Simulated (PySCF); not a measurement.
PySCF 2.14 output of an unrestricted BLYP calculation on a single atom or ion in x2c-QZVPPall, with scalar relativity by spin-free X2C-1e:

```
SCF conv_tol = 1e-09
number electrons alpha = 36  beta = 35
    A. D. Becke.,  Phys. Rev. A 38, 3098 (1988)
    C. Lee, W. Yang, and R. G. Parr.,  Phys. Rev. B 37, 785 (1988)
    B. Miehlich, A. Savin, H. Stoll, and H. Preuss.,  Chem. Phys. Lett. 157, 200 (1989)
cycle= 1 E= -15079.2633923934  delta_E= -0.0578  |g|= 0.547  |ddm|= 1.46
cycle= 2 E= -15079.1634806845  delta_E= 0.0999  |g|= 0.956  |ddm|= 2.84
cycle= 3 E= -15079.2906346423  delta_E= -0.127  |g|= 0.0717  |ddm|= 2.04
cycle= 4 E= -15079.2962445776  delta_E= -0.00561  |g|= 0.0506  |ddm|= 0.608
cycle= 5 E= -15079.2991752876  delta_E= -0.00293  |g|= 0.0548  |ddm|= 0.658
cycle= 6 E= -15079.300870053  delta_E= -0.00169  |g|= 0.0354  |ddm|= 0.117
cycle= 7 E= -15079.3028847368  delta_E= -0.00201  |g|= 0.0295  |ddm|= 0.266
cycle= 8 E= -15079.3030975843  delta_E= -0.000213  |g|= 0.0253  |ddm|= 0.0274
cycle= 9 E= -15079.3036727832  delta_E= -0.000575  |g|= 0.00775  |ddm|= 0.109
cycle= 10 E= -15079.303790003  delta_E= -0.000117  |g|= 0.00186  |ddm|= 0.0668
cycle= 11 E= -15079.3037989134  delta_E= -8.91e-06  |g|= 0.000371  |ddm|= 0.0219
cycle= 12 E= -15079.3037991043  delta_E= -1.91e-07  |g|= 0.000177  |ddm|= 0.00469
cycle= 13 E= -15079.3037991249  delta_E= -2.06e-08  |g|= 2.58e-05  |ddm|= 0.000869
cycle= 14 E= -15079.3037991252  delta_E= -2.98e-10  |g|= 1.12e-05  |ddm|= 7.96e-05
converged SCF energy = -15079.3037991252  <S^2> = 1.597003  2S+1 = 2.7180898
```

The run itself started from symmetry-adapted Hartree-Fock orbitals and held the occupation by maximum overlap, on a logarithmic radial grid, so the iterations belong to that start.

Question: Which element, charge and spin multiplicity is this?

Answer: Hf⁺ (hafnium, charge +1), multiplicity 2; the state was [Xe] 4f14 6s2 6p1, 2P determinant (an excited configuration).

⟨L²⟩ = 5.97 against 2 for a pure P term, so this real determinant mixes terms. Spin-orbit coupling, absent here, splits the open shell strongly. ⟨S²⟩ = 1.60 against 0.75 shows spin contamination. The s, p, d and f populations moved away from the nominal configuration during the SCF.
